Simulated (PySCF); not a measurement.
C2H4FNOSi, SMILES C[Si@@H](F)OC#N.

Coordinates come from a PBE0-D3(BJ)/def2-SVP optimisation. The structure was generated by enumeration; whether it is a known compound was not checked. One conformer was computed; it need not be the lowest.

Level of theory: r2SCAN/def2-TZVP run with PySCF.

Gas-phase values at a fixed geometry.

```yaml
total_energy: -597.98270 hartree
highest_occupied_level: -7.64 eV
lowest_empty_level: -0.46 eV
orbital_gap: 7.18 eV
dipole_moment: 5.77 D
quadrupole, principal values (traceless, Buckingham form, about the centre of nuclear charge): -11.92, 4.45, 7.47 D·Å
mean_static_polarisability: 53.8 bohr³ (7.97 Å³)
polarisability_principal_values: 43.0, 45.3, 73.0 bohr³
```
